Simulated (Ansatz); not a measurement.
CH$_{8}$OSiSn, SMILES `[SiH3]C[O][SnH3]`, relaxed with RKS PBE0-D4/def2-TZVP in the Gaussian-basis code of Ansatz from a PBE-D4/def2-SVP geometry. The force threshold is 0.005 eV/Å; the program also tests the step.

Charge 0, multiplicity 1. Sn takes the def2 core potential.

Start:

```xyz
12

Si    0.916   -0.497   -1.989
C    -0.253   -0.414   -0.480
O     0.350    0.461    0.459
Sn   -0.595    0.817    2.216
H     0.339   -1.415   -3.039
H     1.088    0.874   -2.581
H     2.260   -1.022   -1.567
H    -0.406   -1.452   -0.086
H    -1.262   -0.069   -0.826
H     0.468    1.909    3.015
H    -2.140    1.509    1.846
H    -0.766   -0.701    3.034
```

| step | energy (eV) | largest force (eV/Å) | largest move (Å) |
| --- | --- | --- | --- |
| 1 | -16917.4653 | 0.659 | 0.000 |
| 2 | -16917.5221 | 0.248 | 0.079 |
| 3 | -16917.5307 | 0.077 | 0.016 |
| 4 (rejected) | -16917.5304 | 0.168 | 0.009 |
| 5 | -16917.5309 | 0.007 | 0.004 |
| 6 | -16917.5310 | 0.009 | 0.009 |
| 7 | -16917.5310 | 0.010 | 0.009 |
| 8 | -16917.5310 | 0.002 | 0.003 |

End:

```xyz
12

Si    0.903   -0.494   -1.968
C    -0.242   -0.401   -0.468
O     0.348    0.469    0.474
Sn   -0.583    0.807    2.181
H     0.314   -1.405   -2.989
H     1.072    0.856   -2.565
H     2.233   -1.019   -1.562
H    -0.391   -1.416   -0.064
H    -1.236   -0.052   -0.794
H     0.441    1.884    3.003
H    -2.106    1.475    1.792
H    -0.753   -0.704    2.961
```

It took 34 s on 4 threads of an Arm Neoverse V1 on a shared host, with 0.53 GiB of host memory at the peak.
